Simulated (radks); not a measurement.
Problem. Valence configurations of the niobium ion Nb+ (all share [Kr]). Calculated with a radial shooting solver on a logarithmic mesh with Libxc functionals: scalar-relativistic Kohn-Sham, PBE, spin-polarised, spherical densities, point nucleus; open shells are filled with parallel spins first (spin-orbit coupling, left out, can overturn this in heavy ions). Order these by energy: 4d1 5s2 5p1; 4d2 5s1 5p1; 4d4; 4d2 5s0.5 5p1.5; 4d2 5s2; 4d3 5s1; 4d2.5 5s0.5 5p1; 4d3.5 5p0.5; 4d3 5s0.5 5p0.5; 4d3.5 5s0.5.

Solution. From the lowest, in eV above it: 4d4 0.000; 4d3.5 5s0.5 0.210; 4d3 5s1 0.646; 4d3.5 5p0.5 2.230; 4d3 5s0.5 5p0.5 2.755; 4d2 5s2 3.727; 4d2.5 5s0.5 5p1 5.728; 4d2 5s1 5p1 6.828; 4d2 5s0.5 5p1.5 9.137; 4d1 5s2 5p1 11.531. NIST lists [Kr] 4d4 as the ground configuration; this level of theory agrees among the configurations tried. The energies are those of spherical high-spin densities, not of single terms.
